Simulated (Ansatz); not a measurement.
Consider the ligand exchange at the Si–C bond: `N[CH]([SiH3])[GeH3]` + `[NH2][Zn][OH]` → `[NH2][Zn][O][SiH3]` + `N[CH2][GeH3]`.

Program: Ansatz. Geometries: PBE0-D4/def2-TZVP. ΔE: electronic, gas phase. CCSD(T)/CBS adds triple-zeta CCSD(T) − MP2 to the extrapolated MP2 energy (def2 sets, frozen cores). DFT in def2-TZVPP. For Ge, Zn outer-core shells are correlated without core-valence functions, which leaves a few kJ/mol of doubt a bond. Scalar relativity is left out up to krypton. Each species was taken in one conformer, which may not be the lowest.

**Question.** Is it downhill or uphill in electronic energy at CCSD(T)/CBS, and by how much? (Estimate.)

**Answer.** Ansatz gave: Downhill: ΔE = -112.7 kJ/mol.

**Question.** What do these levels give: PBE, r2SCAN, MP2/def2-TZVPP, SCS-MP2/def2-TZVPP, CCSD(T)/def2-TZVPP, MP2/def2-QZVPP? (An estimate is asked.)

**Answer.** Computed: PBE -100.9, r2SCAN -113.3, MP2/def2-TZVPP -114.7, SCS-MP2/def2-TZVPP -122.0, CCSD(T)/def2-TZVPP -115.8, MP2/def2-QZVPP -113.5 kJ/mol.

Largest T1 diagnostic among the species: 0.017.

The D4 term adds +8.0 kJ/mol with B3LYP and +4.4 kJ/mol with PBE0; it sums over pairs of atoms, weighted by their polarisabilities, and B3LYP, whose exchange is more repulsive, gets the larger term. From PBE to PBE0 (25 % exact exchange), in def2-TZVPP and without D4, ΔE moves by −9.1 kJ/mol. In def2-TZVPP, CCSD(T) changes the Hartree–Fock value by +35.0 kJ/mol (the triples alone add +5.1 kJ/mol) and MP2 by +36.1 kJ/mol.

B3LYP here is the variant with VWN-RPA as its local correlation; programs differ in this.
